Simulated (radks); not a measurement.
The nitrogen anion N3-, [Ne], held by a Watson sphere: a shell of charge +3 at radius R that stands for the Madelung well of a crystal (potential energy -3/R inside, -3/r outside, in hartree with lengths in bohr). All-electron calculation, scalar-relativistic Kohn-Sham, r2SCAN, spin-polarised, spherical densities, finite nucleus; meta-GGA in the generalised Kohn-Sham scheme; Fermi nuclear charge, rms radius of each element as measured or else 0.836 A^(1/3) + 0.57 fm. Program: a radial shooting solver on a logarithmic mesh with Libxc functionals.

R (bohr)	e(1s) (eV)	e(2s) (eV)	e(2p) (eV)	<r> 2p (bohr)	sum of <r^2> (bohr^2)	X-ray form factor at sin(theta)/lambda = 0.1 1/angstrom
1.83	-382.16	-20.510	-8.436	1.670	26.36	8.331
2.07	-382.69	-19.228	-7.540	1.770	29.46	8.174
2.46	-383.21	-17.551	-6.297	1.927	34.73	7.931
2.58	-383.30	-17.128	-5.966	1.974	36.42	7.859
3.37	-383.49	-15.214	-4.303	2.285	48.75	7.420
